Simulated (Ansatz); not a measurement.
Stepwise reaction of `[NH2][In]([SH])[SH]` with ammonia, as a gas-phase model of exchange steps in deposition or etching. ΔE in kJ/mol; ΔG adds harmonic PBE0-D4 terms to CCSD(T)/CBS, at 1 bar.

Isolated molecules relaxed with PBE0-D4/def2-TZVP in Ansatz; ΔE leaves out vibrations. CCSD(T)/CBS is the MP2 limit (def2-TZVPP, def2-QZVPP) plus CCSD(T) − MP2 in def2-TZVPP, frozen cores. This one scheme is used for every species. Functionals use def2-TZVPP. B3LYP here is the variant with VWN-RPA as its local correlation; programs differ in this. def2 core potentials past Kr. For In outer-core shells are correlated without core-valence functions, which leaves a few kJ/mol of doubt a bond. One conformer a species, not always the lowest.

| step | reaction | PBE-D4 | B3LYP-D4 | ωB97M-V | CCSD(T)/CBS | ΔG(400 K) |
| --- | --- | --- | --- | --- | --- | --- |
| 1 | `[NH2][In]([SH])[SH]` + NH₃ → `[NH2][In]([NH2])[SH]` + H₂S | 89.4 | 88.0 | 86.3 | 84.3 | 73.5 |

(1) Give the row of step 2, `[NH2][In]([NH2])[SH]` + NH₃ → `[NH2][In]([NH2])[NH2]` + H₂S. (Estimate.)

(2) By hand: ΔE of the 2 steps together at CCSD(T)/CBS.

## Answers

(1) The calculation gave: 
```tsv
step	reaction	PBE-D4	B3LYP-D4	ωB97M-V	CCSD(T)/CBS	ΔG(400 K)
2	`[NH2][In]([NH2])[SH]` + NH₃ → `[NH2][In]([NH2])[NH2]` + H₂S	91.9	90.2	89.2	86.4	75.2
```

(2) (84.3) + (86.4) = 170.7 kJ/mol, or 85.3 kJ/mol a step.

In ΔE the steps differ by no more than 2.1 kJ/mol. All are uphill at CCSD(T)/CBS. ΔG lies between 73.5 and 75.2 kJ/mol a step. PBE-D4 differs from CCSD(T)/CBS by 5.1 to 5.5 kJ/mol a step. Isolated molecules leave out the surface, adducts and barriers. Largest T1 diagnostic: 0.014.
